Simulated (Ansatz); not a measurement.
`[CH3][Ga]([CH3])[SiH3]` + `CBNC` → `CBN(C)[SiH3]` + `[CH3][GaH][CH3]`  (cleavage of the Si–Ga bond)

Program: Ansatz. Geometries: PBE0-D4/def2-TZVP. ΔE: electronic, gas phase. CCSD(T)/CBS is the MP2 limit (def2-TZVPP, def2-QZVPP) plus CCSD(T) − MP2 in def2-TZVPP, frozen cores. DFT in def2-TZVPP. B3LYP here is the variant with VWN-RPA as its local correlation; programs differ in this. HSE06 is defined as in plane-wave codes. For Ga outer-core shells are correlated without core-valence functions, which leaves a few kJ/mol of doubt a bond. Scalar relativity is left out up to krypton. Each species was taken in one conformer, which may not be the lowest.

```
             level  ΔE (kJ/mol)  difference from CCSD(T)/CBS
           PBE0-D4          0.3                         13.5
        r2SCANh-D4         -6.8                          6.4
        r2SCAN0-D4         -8.3                          4.9
               PBE          9.7                         22.9
            revPBE         14.3                         27.5
             B3LYP         -3.0                         10.2
             HSE06          3.5                         16.7
     HF/def2-TZVPP        -19.7                         -6.5
SCS-MP2/def2-TZVPP        -20.8                         -7.6
    CCSD/CBS(def2)        -13.5                         -0.3
       CCSD(T)/CBS        -13.2                            0
```

Largest T1 diagnostic among the species: 0.012.

Leaving LDA and LC-ωPBE aside and taking each functional with its dispersion term where it has one, the values, not all of them listed here, spread over 20.8 kJ/mol, from BHLYP-D4 to PBE-D4. LDA lies −11.0 kJ/mol from PBE without D4. From PBE to PBE0 (25 % exact exchange), in def2-TZVPP and without D4, ΔE moves by −6.3 kJ/mol.

CCSD(T)/CBS has its own doubt, a few kJ/mol and more with outer-core shells, so smaller differences from it don't rank the levels.
